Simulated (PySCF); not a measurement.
THF cation (C4H8O), SMILES C1COCC1 (connectivity only; charge and spin as stated), charge +1, multiplicity 2.

Geometry: PBE0-D3(BJ)/def2-SVP. The multiplicity is an assumed one; no other spin state was optimised. The values are those of a single conformer.

Level of theory: PBE/def2-TZVP in PySCF.

Computed frontier levels, dipole moment and polarisability:
```json
{
  "α spin, highest occupied and lowest empty level": "-13.48 and -4.81 eV",
  "β spin, highest occupied and lowest empty level": "-13.47 and -12.24 eV",
  "dipole_moment_about_the_centre_of_nuclear_charge": "0.09 D",
  "mean_static_polarisability": "51.4 bohr³ (7.61 Å³)",
  "polarisability_principal_values": "41.0, 47.2, 66.0 bohr³",
  "⟨S²⟩": "0.752 (pure state 0.75)"
}
```
